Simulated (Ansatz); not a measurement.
```yaml
crystal:
  periodic: [false, false, false]
  atoms:
    - {symbol: C, position_ang: [2.581966, -1.549315, 0.367817]}
    - {symbol: C, position_ang: [1.577873, -0.920185, 0.211767]}
    - {symbol: Si, position_ang: [0.003595, -0.030169, -0.037449]}
    - {symbol: C, position_ang: [-0.758423, -0.380602, -1.671228]}
    - {symbol: C, position_ang: [-1.188555, -0.587687, -2.723943]}
    - {symbol: C, position_ang: [0.360473, 1.800819, 0.097282]}
    - {symbol: C, position_ang: [0.574481, 2.957768, 0.196621]}
    - {symbol: C, position_ang: [-1.228151, -0.491073, 1.295348]}
    - {symbol: C, position_ang: [-1.925076, -0.768097, 2.140713]}
    - {symbol: H, position_ang: [3.447571, -2.053747, 0.492818]}
    - {symbol: H, position_ang: [-1.553091, -0.849844, -3.639387]}
    - {symbol: H, position_ang: [0.790147, 4.063942, 0.261839]}
    - {symbol: H, position_ang: [-2.639991, -1.079785, 2.860096]}
basis:
  gaussian: {orbitals: ANO-RCC-VTZP}
hamiltonian: {xc: {name: HF}}
correlation: {method: mp2, frozen_orbitals: {C: 9}}
output: {forces: true}
```

```sh
$ ansatz run in.yaml --threads 2 --pin off --events-out ev --progress --plain --max-ram 22528MiB --backend cuda --devices 0, --max-vram 18GiB
```

It prints (some lines left out):

```
Functional definition: HF
Error: "frozen_orbitals" has no count for Si
```

Question: What is wrong with this run?

Answer: Frozen orbitals are typed for one element alone, and the program wants a count for each. The program refused the input.
